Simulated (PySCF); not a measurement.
A species of formula C9H17N has this rotational fingerprint, computed with PySCF 2.14.0, PBE0-D3(BJ)/def2-SVP geometry optimisation, gas phase:

```
Rotational constants : A = 2969, B = 716.5, C = 697.0 MHz
Dipole components    : |μa| = 0.97 D, |μb| = 0.49 D, |μc| = 0.86 D
Inertial defect      : -150.43 u·Å²
κ                    : -0.98
```

**Question.** Which candidate fits, each taken in the one conformer that was computed?
A. `[NH2:1][CH2:2][CH:3]1[CH2:4][C:5]2([CH2:6][CH2:7][CH2:8][CH2:9]2)[CH2:10]1` with H–N1–C2–C3 58° and -58°, N1–C2–C3–C4 -68°, C2–C3–C4–C5 -121°, C3–C4–C5–C6 123°, C4–C5–C6–C7 86°, C5–C6–C7–C8 19°
B. `[CH2:1]=[CH:2][CH2:3][CH2:4][N:5]([CH3:6])[CH:7]1[CH2:8][CH2:9][CH2:10]1` with C1–C2–C3–C4 -117°, C2–C3–C4–N5 -171°, C3–C4–N5–C6 -68°, C4–N5–C7–C8 -64°, N5–C7–C8–C9 -140°, C7–C8–C9–C10 19°, C8–C9–C10–C7 -19°, N5–C7–C10–C9 140°
C. `[CH3:1]/[N:2]=[CH:3]/[CH:4]1[CH2:5][CH2:6][CH2:7][CH2:8][CH2:9][CH2:10]1` with N2–C3–C4–C5 109°, C3–C4–C5–C6 165°, C4–C5–C6–C7 -87°, C5–C6–C7–C8 70°, C6–C7–C8–C9 -53°
D. `[NH2:1][CH2:2][C@@H:3]1[CH2:4][C@H:5]2[CH2:6][CH2:7][C@@H:8]([CH2:9]1)[CH2:10]2` with H–N1–C2–C3 67° and -175°, N1–C2–C3–C4 -175°
E. `[CH3:1][CH2:2][C@H:3]([C:4]#[N:5])[C:6]([CH3:7])([CH3:8])[CH2:9][CH3:10]` with C1–C2–C3–C4 -61°, C2–C3–C6–C7 -178°, C3–C6–C9–C10 -55°

**Answer.** A. It is NCC1CC2(CCCC2)C1, a near-prolate asymmetric top, point group C1. The candidates at the same level (rigid rotor, commonest isotopes):

```
                        SMILES  A (MHz)  B (MHz)  C (MHz)  μa (D)  μb (D)  μc (D)  Δ (u·Å²)  point group                        rotor
NC[C@@H]1C[C@H]2CC[C@@H](C1)C2     2453    948.4    873.8    0.73    0.80    0.67   -160.58           C1  near-prolate asymmetric top
              NCC1CC2(CCCC2)C1     2969    716.5    697.0    0.97    0.49    0.86   -150.43           C1  near-prolate asymmetric top
               C=CCCN(C)C1CCC1     3135    572.9    506.7    0.32    0.11    0.30    -46.03           C1  near-prolate asymmetric top
         CC[C@H](C#N)C(C)(C)CC     1523     1075    812.8    2.91    2.65    0.60   -180.27           C1               asymmetric top
               C/N=C/C1CCCCCC1     2758    681.6    601.8    0.75    0.50    1.00    -84.86           C1  near-prolate asymmetric top
```

`C=CCCN(C)C1CCC1` has C 27 % too low; `C/N=C/C1CCCCCC1` has C 14 % too low; `CC[C@H](C#N)C(C)(C)CC` has B 50 % too high; `NC[C@@H]1C[C@H]2CC[C@@H](C1)C2` has B 32 % too high. No structure here is proved a minimum.
